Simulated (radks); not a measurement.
The numbers below are computed, except where a source is named.
Radial electron density D(r) = 4 pi r^2 rho(r) of an atom or ion with 17 electrons. Level of theory: scalar-relativistic Kohn-Sham, LDA (Slater exchange, Perdew-Wang correlation), spin-unpolarised, spherical densities, finite nucleus; Fermi nuclear charge, rms radius of each element as measured or else 0.836 A^(1/3) + 0.57 fm (a radial shooting solver on a logarithmic mesh with Libxc functionals).

r (bohr)  D(r) (e/bohr)
0.007306          2.049
0.009287          3.072
0.01181           4.516
0.01501           6.479
0.01908           9.014
0.02426           12.06
0.03083           15.36
0.0392            18.40
0.04983           20.45
0.06335           20.80
0.08053           19.25
0.1024            16.62
0.1291            14.75
0.1641            15.17
0.2086            17.98
0.2652            20.74
0.3372            20.17
0.4286            15.33
0.5449            8.973
0.6927            5.030
0.8806            4.615
1.119             5.414
1.423             4.987
1.809             3.235
2.3               1.453
2.924            0.4364
3.717           0.08197
4.725          0.008699

What is the nuclear charge?

Answer. Z = 18. The innermost maximum, from 1s, lies near gamma/Z bohr with gamma = sqrt(1 - (Z/c)^2) = 0.991, here 0.0551 bohr (found: 0.0585), and its height grows with Z. The density is that of the argon ion Ar+ in [Ne] 3s2 3p5; the configuration itself is not fixed sharply by these data, and Z only to about a unit. D(r) has 3 maxima, at r = 0.0585, 0.292, 1.19 bohr, and minima at 0.141, 0.800 bohr, inside which lie 2.17, 10.36 electrons.
